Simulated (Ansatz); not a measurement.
Consider the homolysis of the Sb–Si bond: `[F][Sb]([SiH3])[Cl]` → `[F][Sb][Cl]`• + `[SiH3]`•.

Calculated with Ansatz (gas phase, PBE0-D4/def2-TZVP geometries, no zero-point term in ΔE). CCSD(T)/CBS is the MP2 limit (def2-TZVPP, def2-QZVPP) plus CCSD(T) − MP2 in def2-TZVPP, frozen cores. This one scheme is used for every species. Functionals use def2-TZVPP. Open shells (•) are unrestricted, without spin–orbit coupling. Elements past krypton have def2 core potentials. For Sb outer-core shells are correlated without core-valence functions, which leaves a few kJ/mol of doubt a bond.

What is ΔE at CCSD(T)/CBS? (Best estimate.)

The calculation gave: +2.49 eV.

What do these levels give: LDA (SPW92), B97M-V, ωB97M-V, B2PLYP, revPBE, r2SCANh, CAM-B3LYP, LC-ωPBE, RPA@PBE/def2-TZVPP, CCSD/def2-SVP, MP2/def2-TZVPP, MP2/CBS(def2)? (Estimate.)

Ansatz gave: LDA (SPW92) 2.75, B97M-V 2.36, ωB97M-V 2.38, B2PLYP 2.23, revPBE 2.08, r2SCANh 2.20, CAM-B3LYP 2.18, LC-ωPBE 2.20, RPA@PBE/def2-TZVPP 2.21, CCSD/def2-SVP 2.11, MP2/def2-TZVPP 2.37, MP2/CBS(def2) 2.54 eV.

Largest T1 diagnostic among the species: 0.016.

In def2-TZVPP, CCSD(T) changes the Hartree–Fock value by +0.88 eV (the triples alone add +0.08 eV) and MP2 by +0.93 eV; breaking electron pairs costs correlation energy, which Hartree–Fock lacks. At CCSD(T), def2-SVP lies −0.33 eV from the extrapolated value and def2-TZVPP −0.17 eV: correlation converges slowly with the basis, and small sets miss more of it in the bonded molecule than in its fragments. The D4 term adds +0.15 eV with B3LYP and +0.08 eV with PBE0; it sums over pairs of atoms, weighted by their polarisabilities, and B3LYP, whose exchange is more repulsive, gets the larger term.

B3LYP here is the variant with VWN-RPA as its local correlation; programs differ in this.
